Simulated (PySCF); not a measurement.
PySCF 2.14 output of an unrestricted B3LYP calculation on a single atom or ion in 6-31G* (5s4p2d1f, 34 functions), with no relativity, point nucleus:

```
SCF conv_tol = 1e-09
number electrons alpha = 15  beta = 13
    P. J. Stephens, F. J. Devlin, C. F. Chabalowski, and M. J. Frisch.,  J. Phys. Chem. 98, 11623 (1994)
cycle= 1 E= -1508.04952481599  delta_E= -0.00321  |g|= 0.0584  |ddm|= 0.248
cycle= 2 E= -1508.04942253141  delta_E= 0.000102  |g|= 0.0619  |ddm|= 0.0457
cycle= 3 E= -1508.05028672114  delta_E= -0.000864  |g|= 0.00057  |ddm|= 0.0281
cycle= 4 E= -1508.05028683843  delta_E= -1.17e-07  |g|= 4.93e-05  |ddm|= 0.00108
cycle= 5 E= -1508.05028683959  delta_E= -1.15e-09  |g|= 9.42e-07  |ddm|= 0.000109
cycle= 6 E= -1508.05028683959  delta_E= -9.09e-13  |g|= 6.14e-08  |ddm|= 2.32e-06
converged SCF energy = -1508.05028683959  <S^2> = 2.0011542  2S+1 = 3.0007694
```

The run itself started from symmetry-adapted Hartree-Fock orbitals and held the occupation by maximum overlap, on a logarithmic radial grid, so the iterations belong to that start.

Q: Which element, charge and spin multiplicity is this?

A: Ni (nickel, neutral), multiplicity 3; the state was [Ar] 3d8 4s2, high-spin 3F determinant.
